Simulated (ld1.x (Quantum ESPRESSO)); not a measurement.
# Logarithmic derivatives: Ir, ultrasoft

ld1.x (Quantum ESPRESSO) 7.5 input, shortened:

```
&input
   title='Ir', zed=77., rel=1, dft='PZ', iswitch=3,
   config='[Xe] 4f14 5d7 6s2 6p0'
 /
 &inputp
   pseudotype=3, tm=.true., lloc=-1, rcloc=1.30,
   nlcc=.true.
 /
6
6S  1  0   2.00   0.00  2.00  2.40  0.0
6S  1  0   0.00   0.80  2.00  2.40  0.0
6P  2  1   0.00   0.00  1.05  1.45  0.0
6P  2  1   0.00   0.30  1.05  1.45  0.0
5D  3  2   7.00   0.00  1.50  1.75  0.0
5D  3  2   0.00   0.85  1.50  1.75  0.0
 &test
   configts(1)='5d7 6s2 6p0'
 /
```

The phase is arctan(r·u′/u) with u = r·R(r), unwrapped; energies in Ry, scanned from -3 to 5 Ry. A pole is an energy at which the radial function vanishes at the test radius. The pseudo phase is shifted by a multiple of π to meet the all-electron one at the reference energy, and phase errors are pseudo minus all-electron; the curves can meet again beyond the range given. Levels narrower than the energy grid can be missing from the lists of poles.

| channel | radius (bohr) | reference energy (Ry) | poles, all-electron | poles, pseudo | unbroken range about the reference energy with phases within 0.05 rad | phase error 1 Ry above the reference energy (rad) |
| --- | --- | --- | --- | --- | --- | --- |
| s | 2.59 | -0.48 | 1.79 | 1.80 | the whole range | -0.000 |
| p | 2.59 | -0.10 | 3.55 | 3.54 | the whole range | -0.000 |
| d | 2.59 | -0.54 | -0.10 | -0.10 | the whole range | +0.000 |

Note: ghost states, extra bound levels that the all-electron valence spectrum of the same l lacks: s at -448.0 eV, p at -54.9 eV. A true bound ghost makes a file unfit for plane-wave use. The 6p radius (1.05 bohr) lies inside the outermost node of the all-electron wave (1.39 bohr), which a nodeless pseudo-wave cannot match soundly.

Phases in the s channel:

```tsv
E (Ry)	all-electron	pseudo
-3.00	1.288	1.287
-2.76	1.268	1.267
-2.52	1.244	1.243
-2.28	1.214	1.214
-2.04	1.176	1.175
-1.80	1.125	1.124
-1.56	1.053	1.052
-1.32	0.946	0.945
-1.08	0.773	0.772
-0.84	0.473	0.473
-0.60	-0.017	-0.017
-0.36	-0.566	-0.566
-0.12	-0.942	-0.942
0.12	-1.158	-1.158
0.36	-1.289	-1.289
0.60	-1.375	-1.375
0.84	-1.435	-1.435
1.08	-1.481	-1.480
1.32	-1.517	-1.516
1.56	-1.546	-1.546
1.80	-1.572	-1.571
2.04	-1.595	-1.593
2.28	-1.615	-1.614
2.52	-1.635	-1.633
2.76	-1.654	-1.651
3.00	-1.673	-1.669
3.24	-1.692	-1.688
3.48	-1.713	-1.708
3.72	-1.736	-1.729
3.96	-1.762	-1.753
4.20	-1.792	-1.781
4.44	-1.828	-1.814
4.68	-1.874	-1.855
4.92	-1.933	-1.908
```
